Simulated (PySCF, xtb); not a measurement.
F2Hf, SMILES [F][Hf][F], multiplicity 1.

GFN2-xTB run with xtb 6.7.1 at its own geometry gives an orbital gap of 3.20 eV and a dipole moment of 6.30 D.

The structure is a stationary point at r2SCAN-D4/def2-TZVP. The spin state was assumed, not searched. The def2 effective core potentials stand for the cores of Hf; spin–orbit coupling is left out.

Q: What does CAM-B3LYP/def2-TZVPD in PySCF give? (An estimate is asked for; the answer gives what the named calculation found.)

A: gap 5.50 eV (levels -6.80 and -1.30 eV), dipole 1.48 D.
